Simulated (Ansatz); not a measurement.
A made-up structure of InBH2F, doublet:

```csv
atom,x (Å),y (Å),z (Å)
F1,0.8299,-2.2031,2.3687
B2,-0.3295,0.5877,-0.4812
In3,0.5346,-0.9647,0.8003
H4,-1.0310,0.2039,-1.3078
H5,0.1918,1.6114,-0.4291
```

It is relaxed with PBE-D4/def2-SVP and then PBE0-D4/def2-TZVP (Ansatz 0.2.0). Atoms count as bonded within 1.22 times the sum of their covalent radii (H–H: 0.88 Å). The end point is not checked to be a true minimum.

Q: Does its bonding change? (Judge from chemistry; the calculation decides.)

A: By the calculation: No: no bond forms or breaks.

Where it ends: The first stage lowers the energy by 0.14 eV in 5 steps. It ends as InBH₂F ([BH2][In][F]):
```
5
angstrom
F 0.8563 -2.1672 2.2759
B -0.3489 0.5848 -0.4502
In 0.4495 -0.9244 0.8531
H -1.0205 0.1350 -1.3242
H 0.2593 1.6071 -0.4038
```

Labels in which every atom is bracketed show which atoms are joined, not bond orders.

For scale, one of the runs: PBE0-D4/def2-TZVP relaxation, 124 basis functions, launched by `ansatz run in.yaml --threads 2 --pin off --events-out ev --progress --plain --max-ram 4352MiB`. Hardware: 2 CPU threads of an Arm Neoverse V2, shared host. Wall time about 25 s.
